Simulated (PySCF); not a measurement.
**C3H7B2F3: core ionisation energies**

Compound: C₃H₇B₂F₃.
SMILES with atom numbers: `[BH2:1][CH:2]([BH2:3])[CH2:4][C:5]([F:6])([F:7])[F:8]`

Geometry (PBE0-D3(BJ)/def2-SVP, Å), atoms numbered from 1 in this order:
```
atom  x, y, z in Å
B1    -0.804    1.527    0.239
C2    -0.549   -0.003    0.270
B3    -1.954   -0.670    0.190
C4     0.552   -0.578   -0.606
C5     1.926   -0.214   -0.107
F6     2.077    1.113    0.019
F7     2.879   -0.649   -0.933
F8     2.165   -0.746    1.100
H9    -0.552    2.164   -0.758
H10   -1.334    2.077    1.174
H11   -0.411   -0.275    1.348
H12   -2.871   -0.244    0.852
H13   -2.127   -1.652   -0.497
H14    0.516   -1.676   -0.667
H15    0.470   -0.190   -1.632
```

Level of theory: PySCF 2.14.0, delta-SCF UKS SCAN, pcX-2 on the ionised atom, pcseg-1 elsewhere, spin-free X2C. Binding energies are ΔSCF values: E(core-ionised, relaxed orbitals) − E(ground state) at a fixed geometry, referred to the vacuum level.

Question: List the computed XPS lines with their assignment.

Answer: 
| atom(s) | environment | level | binding energy (eV) | above the level's lowest (eV) | count |
| --- | --- | --- | --- | --- | --- |
| F6/F7/F8 | fluorine of a CF3 group | F 1s | 693.90 | 0.00 | 3 |
| C5 | CF3 carbon | C 1s | 298.17 | +7.46 | 1 |
| C4 | chain CH2 carbon | C 1s | 291.72 | +1.01 | 1 |
| C2 | sp3 carbon bound to boron | C 1s | 290.71 | 0.00 | 1 |
| B1 | three-coordinate boron | B 1s | 196.26 | 0.00 | 1 |

The listed C 1s values span 7.46 eV, from C2 (bonded to C, H and 2 B) to C5 (bonded to 3 F and C). The widest gap between neighbouring values is 6.45 eV, between 291.72 and 298.17 eV. Summing the Pauling electronegativity differences to the bonded atoms, each weighted by its formal bond order, gives -1.37 for the lowest site and +4.29 for the highest; no listed site has a larger sum than the highest.

Question: Express the binding energy of C 1s of C4 in atomic units and per mole.

Answer: 291.72 eV = 10.7205 Eh = 28147 kJ/mol.

Topologically equivalent atoms share the value of their first member; where this conformer doesn't relate them by symmetry, their own values could differ. The list is incomplete; no value stands for B 1s of B3. One conformer (not necessarily the lowest) at the PBE0-D3(BJ)/def2-SVP geometry, without solvent, vibrations or thermal averaging.
